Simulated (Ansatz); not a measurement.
FHSn (SMILES [F][SnH]) at its CCSD(T)/def2-TZVPP minimum, average atomic masses, point group Cs.
(charge 0, multiplicity 1):
```xyz
3

Sn    -0.090    -0.165     0.188
H     -1.035    -1.081    -1.025
F      0.615     1.091    -1.122
```

Cores are frozen in the correlated methods. Filled d and f shells under p-block atoms count as core.

Run with Ansatz (Gaussian orbitals).  In def2 rows elements past Kr take small-core potentials, without spin–orbit coupling.

Harmonic frequencies (cm⁻¹): 595 628 1716.

Question: Work out the rotational constants, the zero-point energy, and the ideal-gas entropy and heat capacity at 298.15 K and 1 bar (rigid rotor, harmonic oscillator).

Answer: 
Principal moments 3.183, 62.271, 65.454 u Å² give 16.8576/I = 5.295, 0.2707, 0.2575 cm⁻¹. Zero point: Σω/2 = 1469 cm⁻¹ = 4.20 kcal/mol. Translation R(1.5 ln M + 2.5 ln T − 1.1517) with M = 138.716 u: 170.37 J/(mol K). Rotation with σ = 1: q = 8701.6, S = R(ln q + 3/2) = 87.89. Vibration, summed over R(u/(eᵘ − 1) − ln(1 − e⁻ᵘ)) with u = 1.43878ω/T: 3.63, of which the lowest mode gives 1.92. S° = 261.9 J/(mol K); C_p = 4R + 8.58 = 41.84 J/(mol K).

Ansatz is an electronic-structure program.
